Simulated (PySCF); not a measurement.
FIn (SMILES [F][In]), singlet, at a GFN2-xTB geometry (such geometries of metal compounds can be far from the true shape) (core potentials on In).

PySCF was given this input:
```python
from pyscf import gto, scf, dft

mol = gto.Mole()
mol.atom = '''
    In   -0.00000000   -0.00000000   -0.31421463
    F     0.00000000    0.00000000    1.71072408
'''
mol.basis = 'def2-svp'
mol.ecp = {'In': 'def2-svp'}
mol.verbose = 4
mol.build()

mf = dft.RKS(mol)
mf.xc = 'r2scan'
mf.kernel()
```

**Question.** What does this run give for the dipole moment, Mulliken (on the basis functions themselves) charges in atom order, HOMO energy, number of basis functions, HOMO-LUMO gap, total energy?

**Answer.** 
```
Property                                                                         Value
------------------------------------------------------------------  ------------------
dipole moment                                                                   2.86 D
Mulliken (on the basis functions themselves) charges in atom order  In1 0.47, F2 -0.47
HOMO energy                                                                   -6.58 eV
number of basis functions                                                           40
HOMO-LUMO gap                                                                  4.62 eV
total energy                                                              -289.9749 Eh
```
